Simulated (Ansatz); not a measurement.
Frontier orbitals of `O=C=[N][In]([Cl])[Cl]`.

Cartesian coordinates in Å:
```
O -1.064 2.205 -1.615
C -0.526 1.228 -1.278
N 0.053 0.203 -1.013
In 0.384 -0.822 0.677
Cl 1.581 -2.765 0.551
Cl -0.428 -0.048 2.678
```

Charge 0, multiplicity 1. Correlated methods include outer-core shells of In, which these sets cover unevenly. In: def2 effective core potential. Geometry: relaxed with PBE0-D4/def2-TZVP. It is one conformer, not always the lowest. Basis def2-TZVPP, Ansatz.

Orbital energies of one run (eV). Highest occupied ones, from the top: -8.58, -8.65, -9.17, -9.27, -9.39, -9.66, -10.46, -11.61, -12.84, -12.93, -13.88, -14.85, -21.61, -21.89. Empty: -3.16, -2.27, 0.07, 0.36, 0.63, 1.06.

(1) Which functional gave them?
A. B97M-V
B. PBE0
C. HSE06 (plane-wave form)
D. r2SCAN

## Answers

(1) C. HOMO energies: HSE06 -8.58, PBE0 -8.98, B97M-V -7.90, r2SCAN -7.91 eV.
